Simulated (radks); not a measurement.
Q: The mean radii <r> (bohr) of the occupied orbitals of an atom or ion are listed with their occupations. All-electron calculation, non-relativistic Kohn-Sham, BLYP, spin-polarised, spherical densities, point nucleus. Program: a radial shooting solver on a logarithmic mesh with Libxc functionals.

orbital  occ.      <r>
1s          2  0.06944

Name the element and its charge. Open shells, if any, are filled with parallel spins first.

A: Z = 22, titanium, charge +20: Ti20+ in [He]. The 1s radius gives Z: for a bare nucleus <r> = 1.5/Z, 0.06818 bohr for Z = 22, and screening makes it slightly larger (0.06944 here). The occupations add up to 2, and the charge is Z minus that.
